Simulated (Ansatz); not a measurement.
System: CrO3, charge -1, multiplicity 2. The spin state was set by rule; other spins were not relaxed. 
Coordinates optimised at B3LYP-D3(BJ)/def2-TZVP (Ansatz, a quantum-chemistry and plane-wave program):
```
Cr
O 1 1.6225
O 1 1.6225 2 120.00
O 1 1.6225 2 120.00 3 -180.00
```
Charge -1, spin multiplicity 2.

Total electronic energies in hartree. Valence correlation only, unless marked. UHF or UKS for open shells. No spin-orbit coupling. Frozen are the shells of the preceding noble gas and the d and f shells that filled before the atom's block. Non-relativistic.  The program attaches cautions to a run behind HF/6-31G*: large difference. The program attaches cautions to a run behind MP2/6-31G: large difference. The program attaches cautions to a run behind SCS-MP2/6-31G: large difference. The program attaches cautions to a run behind SCS-MP2/def2-SVPD: large difference. The program attaches cautions to a run behind CCSD/6-31G*: large difference. The program attaches cautions to a run behind CCSD(T)/6-31G*: large difference.

The UHF reference is spin-contaminated (<S^2> 1.81 over the pure value in the largest basis). The T1 diagnostic of CCSD in the largest basis is 0.109, which is high, so the coupled-cluster rows are less sure than usual.

```csv
level,program,energy (Eh)
HF/6-31G*,Ansatz,-1267.72705
HF/def2-QZVPPD,Ansatz,-1267.95914
PBE-D4/def2-TZVPD,Ansatz + dftd4,-1269.98022
BLYP/def2-TZVPD,Ansatz,(withheld)
r2SCAN-D3(BJ)/def2-TZVPD,Ansatz + dftd3,-1270.27270
r2SCAN-D4/def2-TZVPD,Ansatz + dftd4,-1270.27291
PBE0/6-31G*,Ansatz,-1269.68373
PBE0-D3(BJ)/def2-TZVPD,Ansatz + dftd3,-1269.89631
r2SCAN0/def2-TZVPD,Ansatz,-1270.12613
HSE06-D4/def2-TZVPD,Ansatz + dftd4,-1269.88040
LC-wPBE-D3(BJ)/def2-TZVPD,Ansatz + dftd3,-1270.01939
wB97X-V/def2-TZVPD,Ansatz,(withheld)
B2GP-PLYP-D4/def2-TZVPD,Ansatz + dftd4,-1269.79444
B2GP-PLYP/def2-TZVPD,Ansatz,-1269.79290
B2PLYP-D4/def2-TZVPD,Ansatz + dftd4,-1269.97868
B2PLYP/def2-TZVPD,Ansatz,-1269.97610
MP2/6-31G,Ansatz,-1268.14850
RI-MP2/def2-QZVPPD,Ansatz,-1268.92595
SCS-MP2/6-31G,Ansatz,-1268.09501
SCS-MP2/def2-SVPD,Ansatz,-1268.17370
CCSD/6-31G*,Ansatz,-1268.50566
CCSD(T)/6-31G*,Ansatz,(withheld)
```

Q: Fill in the missing entries.

A: 
- BLYP/def2-TZVPD, energy (Eh): -1270.46122
- wB97X-V/def2-TZVPD, energy (Eh): -1270.11862
- CCSD(T)/6-31G*, energy (Eh): -1268.56074
